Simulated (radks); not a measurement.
The oxygen anion O2-, [Ne], held by a Watson sphere: a shell of charge +2 at radius R that stands for the Madelung well of a crystal (potential energy -2/R inside, -2/r outside, in hartree with lengths in bohr). All-electron calculation, scalar-relativistic Kohn-Sham, LDA (Slater exchange, Perdew-Wang correlation), spin-unpolarised, spherical densities, finite nucleus; Fermi nuclear charge, rms radius of each element as measured or else 0.836 A^(1/3) + 0.57 fm. Program: a radial shooting solver on a logarithmic mesh with Libxc functionals. Response by self-consistent Sternheimer equations with the Hartree and adiabatic LDA kernel, the relativistic mass of each level held fixed and spin-orbit coupling left out. The sphere does not respond.

R (bohr),e(1s) (eV),e(2s) (eV),e(2p) (eV),<r> 2p (bohr),sum of <r^2> (bohr^2),X-ray form factor at sin(theta)/lambda = 0.2 1/angstrom,alpha (bohr^3)
1.73,-504.59,-23.222,-8.901,1.424,19.83,6.250,11.18
3.13,-503.70,-18.373,-4.746,1.726,29.74,5.750,42.74
3.18,-503.65,-18.271,-4.646,1.736,30.11,5.743,44.71
3.19,-503.63,-18.251,-4.626,1.737,30.19,5.742,45.11
3.48,-503.35,-17.722,-4.097,1.790,32.38,5.710,58.35
